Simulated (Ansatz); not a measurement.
BiMe3 (C₃H₉Bi). Charge 0, multiplicity 1. Geometry PBE0-D4/def2-SVP; atoms count from 1.

```xyz
13

Bi    0.486    0.270    1.162
C     1.688    0.451   -0.760
C    -1.309    1.351    0.281
C    -0.330   -1.775    0.594
H     2.073    1.475   -0.860
H     1.041    0.214   -1.617
H     2.533   -0.251   -0.731
H    -1.532    0.938   -0.713
H    -1.086    2.424    0.194
H    -2.178    1.215    0.940
H    -1.197   -2.010    1.227
H     0.447   -2.537    0.746
H    -0.636   -1.765   -0.462
```

In the def2 sets Bi takes a core potential; there is no spin–orbit coupling.

Q: Estimate the Mulliken populations from the PBE0/def2-TZVP orbitals of Ansatz.

A: 
```
atom  charge (e)
 Bi1        0.62
  C2       -0.62
  C3       -0.62
  C4       -0.62
  H5        0.14
  H6        0.13
  H7        0.14
  H8        0.13
  H9        0.14
 H10        0.14
 H11        0.14
 H12        0.14
 H13        0.14
```
Mulliken values depend strongly on the basis.

Q: And the Mayer bond orders between heavy atoms (over 0.3)?

A: Bi1–C2 0.93 (2.27 Å); Bi1–C3 0.93 (2.27 Å); Bi1–C4 0.93 (2.27 Å).
